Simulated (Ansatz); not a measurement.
`C#C[SiH2][AlH2]` + H₂O → `C#C[SiH2]O` + `[AlH3]` at 500 K and 1 bar (formal hydrolysis of the Si–Al bond).

Computed with Ansatz on PBE0-D4/def2-TZVP structures; ΔE is electronic, products minus reactants. CCSD(T)/CBS adds triple-zeta CCSD(T) − MP2 to the extrapolated MP2 energy (def2 sets, frozen cores). This one scheme is used for every species. Each species was taken in one conformer, which may not be the lowest.

```csv
species,CCSD(T)/CBS energy (Eh),H − E (kJ/mol),S (J/(mol·K))
`C#C[SiH2][AlH2]`,-610.12048,175.5,413.6
H₂O,-76.37941,73.2,206.3
`C#C[SiH2]O`,-442.75166,170.6,362.2
`[AlH3]`,-243.78045,68.7,232.2
```

H − E and S are ideal-gas, rigid-rotor, harmonic terms from PBE0-D4/def2-TZVP, for one conformer and one mirror image of each species. 1 Eh = 2625.50 kJ/mol, R = 8.31446 J/(mol·K).

Task: By hand: ΔE, ΔH, ΔS and ΔG.

Result: ΔE = (-442.75166) + (-243.78045) − (-610.12048) − (-76.37941) = -0.03222 Eh = -84.6 kJ/mol. Δ(H − E) = 170.6 + 68.7 − 175.5 − 73.2 = -9.4, so ΔH = -94.0 kJ/mol. ΔS = 362.2 + 232.2 − 413.6 − 206.3 = -25.5 J/(mol·K). ΔG = -94.0 − 500 × (-25.5)/1000 = -81.2 kJ/mol.

Task: By hand: the equilibrium constant, and the temperature at which ΔG would vanish if ΔH and ΔS stayed fixed.

Result: log₁₀ K = −ΔG/(RT ln 10) = 8.5. ΔG = 0 at ΔH/ΔS = 3686 K, far beyond where these terms or the molecules hold.

ΔH outweighs TΔS. A doubt of 5 kJ/mol in ΔE shifts log₁₀ K by 0.5 here. Other conformers and mirror images would add mixing entropy, several J/(mol·K) or more a flexible species. Modes under 60 cm⁻¹, often nearly free rotors, make the harmonic entropy too high. These are equilibria of isolated gas molecules and say nothing of rates. Largest T1 diagnostic: 0.013 (customary marks: 0.02 for closed shells, 0.045 for open ones).
